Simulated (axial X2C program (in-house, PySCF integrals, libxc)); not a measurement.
# ZrF along the bond: PBE0, with spin–orbit coupling

Calculated with an in-house all-electron X2C program for linear molecules (integrals from PySCF). Two-component (2c) means X2C with spin–orbit coupling and atomic mean-field two-electron Coulomb and Gaunt terms. Basis: Zr dyall-cv3z [11s12p9d6f3g], F dyall-av3z [7s6p3d2f] (cores contracted in-house); Gaussian nuclei, density fitting, unrestricted open shells. Masses: Zr 89.905 u, F 18.998 u.

State: Ω = 3/2 (⟨Sz⟩ = 1.50, ⟨Lz⟩ = 0.00 at PBE0). Dipoles are positive if F is the positive end.

Results along the bond:

```csv
R (Å),μ (D),HOMO (eV),LUMO (eV)
1.640,-1.559,-3.82,-1.47
1.715,-2.046,-3.98,-1.54
1.772,-2.405,-4.09,-1.60
1.828,-2.760,-4.21,-1.66
1.885,-3.112,-4.32,-1.73
1.951,-3.521,-4.45,-1.84
2.017,-3.928,-4.58,-1.97
2.102,-4.450,-4.73,-2.14
2.205,-5.087,-4.91,-2.33
2.356,-6.014,-5.15,-2.59
```

The state is one determinant whose occupation by symmetry is held fixed; it was picked as the lowest of a PBE0 search that is not exhaustive. Density functionals use the spin component along the axis (collinear). Other states lie close and PBE0, whose exact exchange favours high spin, may order them wrongly; the determinant shown need not be the ground state. The nearest other 2c determinant of the search, Ω = 3/2, lies 0.26 eV up at the distance of the search. With several unpaired electrons one determinant need not be a pure state. This is the top spin component of a Σ state; components of lower Ω are not single determinants and can lie lower.
